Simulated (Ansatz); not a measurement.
`[GaH2][GaH2]` + H₂ → `[GaH3]` + `[GaH3]` at 600 K and 1 bar (hydrogenolysis of a Ga–Ga bond).

Program: Ansatz. Geometries: PBE0-D4/def2-TZVP. ΔE: electronic, gas phase. CBS: MP2 limit from def2 TZ/QZ plus the TZ coupled-cluster correction, frozen cores. This one scheme is used for every species. For Ga outer-core shells are correlated without core-valence functions, which leaves a few kJ/mol of doubt a bond. Scalar relativity is left out up to krypton.

```csv
species,CCSD(T)/CBS energy (Eh),H − E (kJ/mol),S (J/(mol·K))
`[GaH2][GaH2]`,-3850.24627,111.6,358.9
H₂,-1.17544,43.9,150.8
`[GaH3]`,-1925.70545,74.9,253.2
`[GaH3]`,-1925.70545,74.9,253.2
```

H − E and S are ideal-gas, rigid-rotor, harmonic terms from PBE0-D4/def2-TZVP. The MP2-based limit puts H₂ 0.8 mEh under its directly extrapolated value; such offsets cancel only in part. 1 Eh = 2625.50 kJ/mol, R = 8.31446 J/(mol·K).

Question: By hand: ΔE, ΔH, ΔS and ΔG.

Answer: ΔE = (-1925.70545) + (-1925.70545) − (-3850.24627) − (-1.17544) = 0.01081 Eh = 28.4 kJ/mol. Δ(H − E) = 74.9 + 74.9 − 111.6 − 43.9 = -5.7, so ΔH = 22.7 kJ/mol. ΔS = 253.2 + 253.2 − 358.9 − 150.8 = -3.3 J/(mol·K). ΔG = 22.7 − 600 × (-3.3)/1000 = 24.7 kJ/mol.

Question: By hand: the equilibrium constant, and the temperature at which ΔG would vanish if ΔH and ΔS stayed fixed.

Answer: log₁₀ K = −ΔG/(RT ln 10) = -2.2. ΔH and −TΔS have one sign here, so there is no such temperature. One of them is within its doubt of zero, so this could turn.

The number of gas molecules stays the same, so ΔS is small and ΔH decides. A doubt of 5 kJ/mol in ΔE shifts log₁₀ K by 0.4 here. These are equilibria of isolated gas molecules and say nothing of rates. Largest T1 diagnostic: 0.014 (customary marks: 0.02 for closed shells, 0.045 for open ones).
